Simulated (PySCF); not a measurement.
## Dipole response of In²⁺ (indium, charge +2)

[Kr] 4d10 5s1, 2S determinant. Calculation: PySCF 2.14, in def2-QZVPPD with the def2 core potential (28 electrons); a scalar-relativistic core potential. Coupled (time-dependent) response in atomic units; α is the mean over directions.

```tsv
method	mean α (bohr³)	C₆ (like pair)	S(−4)
MN15	13.85	66.84	123.2
```

S(−4) is the Cauchy moment in α(ω) = α(0) + S(−4) ω² + …

α(iu) at MN15:

```tsv
u (hartree)	α(iu) (bohr³)
0	13.85
0.0500	13.56
0.100	12.75
0.200	10.52
0.300	8.483
0.500	5.910
0.750	4.290
1.00	3.373
1.50	2.319
2.00	1.705
3.00	1.026
5.00	0.4760
```

For an ion, C₆ is the dispersion term alone; charge-induced terms of lower order in 1/R come first.

Energies and moments cover only the electrons outside the core potential.
